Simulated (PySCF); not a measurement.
PBEsol on As (arsenic, neutral), [Ar] 3d10 4s1 4p3 4d1, high-spin 6D determinant (an excited configuration). Calculation: PySCF 2.14, in aug-cc-pwCVTZ-PP with ECP10MDF (8s7p6d4f1g, 96 functions); scalar relativity through the core potential.

```
cycle= 1 E= -331.532680144114  delta_E= -0.0254  |g|= 0.0888  |ddm|= 0.527
cycle= 2 E= -331.532213809226  delta_E= 0.000466  |g|= 0.126  |ddm|= 0.148
cycle= 3 E= -331.533602218538  delta_E= -0.00139  |g|= 0.00607  |ddm|= 0.0519
cycle= 4 E= -331.533606733951  delta_E= -4.52e-06  |g|= 0.000268  |ddm|= 0.00678
cycle= 5 E= -331.533606751912  delta_E= -1.8e-08  |g|= 4.06e-05  |ddm|= 0.000461
cycle= 6 E= -331.533606753001  delta_E= -1.09e-09  |g|= 1.5e-06  |ddm|= 0.00014
cycle= 7 E= -331.533606753002  delta_E= -8.53e-13  |g|= 8e-08  |ddm|= 5.16e-06
converged SCF energy = -331.533606753002  <S^2> = 8.7510484  2S+1 = 6.0003495
```

Highest occupied orbital energy: 0.344 eV; ⟨L²⟩ = 6.00; populations by l: s 3.00, p 9.00, d 11.00, f 0.00.

Problem. Can this result be used?

Solution. Not for this state. Self-consistency was reached. Energies and moments cover only the electrons outside the core potential. The outer electron is Rydberg-like, and this basis confines it to a smaller radius and binds it less than a complete one would. At PBEsol the highest occupied level has a positive energy, so only the finite basis holds that electron; for this excited configuration the basis is too tight for the outer shell.
